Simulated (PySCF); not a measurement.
# One molecule, several mistakes: BCH5NSi cation

All numbers below are calculated, not measured. They come from PySCF 2.14.0, an open-source quantum chemistry program, on an isolated molecule that a program drew, which may never have been made. The molecule is BCH5NSi cation (charge +1, singlet), drawn as the SMILES string `N[B+]C=[SiH2]`.

Each row is a Hartree-Fock (HF) and frozen-core CCSD(T) single point in the cc-pV(D+d)Z basis, meant for a local HF minimum. Run 1 is clean. Each other run has one planted mistake out of seven kinds, and not every kind appears here: one electron removed, one electron added, multiplicity raised by two, geometry at a saddle point, minimal basis STO-3G, one bond length entered in bohr, all coordinates scaled. The reference is restricted for singlets and unrestricted otherwise, and also for a bond in bohr. Adding or removing an electron swaps singlet and doublet. Electrons count all cores. HOMO and LUMO are orbital energies over both spins, the gradient is its largest component, and the lowest frequency (negative if imaginary) is given only where the gradient is small. Bond lengths are over the 8 bonds as drawn. T1 is the CCSD diagnostic: over 0.02 (restricted) or 0.045 (unrestricted) a single reference is doubtful.

Geometry of the clean run:
```xyz
9
BCH5NSi cation, angstrom
N    -0.5564    1.7002   -1.8247
B    -0.6082    0.6759   -0.9678
C    -0.6382   -0.4297   -0.0514
Si    0.7587   -1.3994    0.2767
H    -0.3464    2.6400   -1.5372
H    -0.7714    1.6036   -2.8017
H    -1.5753   -0.6581    0.4495
H     2.0369   -1.1209   -0.3794
H     0.7190   -2.5223    1.2110
```

```
run,electrons,basis functions,<S^2>,HOMO (eV),LUMO (eV),gradient (hartree/bohr),lowest frequency (cm^-1),mean bond (Å),longest bond (Å),T1,HF (hartree),CCSD(T) (hartree),mistake
1,36,90,0.000,-14.95,-4.00,3.2e-05,135,1.3158,1.732,0.0148,-408.62741,-409.13701,no fault
2,36,90,2.022,-11.45,-6.08,8.5e-02,-,1.3158,1.732,0.0165,-408.52720,-409.00907,multiplicity raised by two
3,36,90,1.008,-12.04,-5.01,1.8e-02,-,1.4755,2.714,0.0741,-408.42461,-408.93433,one bond length entered in bohr
4,36,90,0.000,-15.19,-3.92,2.4e-02,-,1.2855,1.692,0.0138,-408.62186,-409.12654,?
5,35,90,0.755,-23.24,-12.40,8.0e-02,-,1.3158,1.732,0.0142,-408.13262,-408.59488,?
```

**Which mistake was planted in run 4, and what did it cost?**

The mean and the longest bond both change by the same factor, 0.977, and the gradient is no longer small. So the mistake is: all coordinates scaled. Subtracting run 1 and multiplying by 627.51 kcal/mol a hartree, the energy moved by 3.5 kcal/mol in HF and 6.6 kcal/mol in CCSD(T).

**Which mistake was planted in run 5, and what did it cost?**

It counts 35 electrons, one fewer than the clean run, at the same geometry and basis. So the mistake is: one electron removed. Subtracting run 1 and multiplying by 627.51 kcal/mol a hartree, the energy moved by 310.5 kcal/mol in HF and 340.2 kcal/mol in CCSD(T).

Cautions from the logs. Run 3: T1 is over the limit, so its CCSD(T) energy is less reliable.
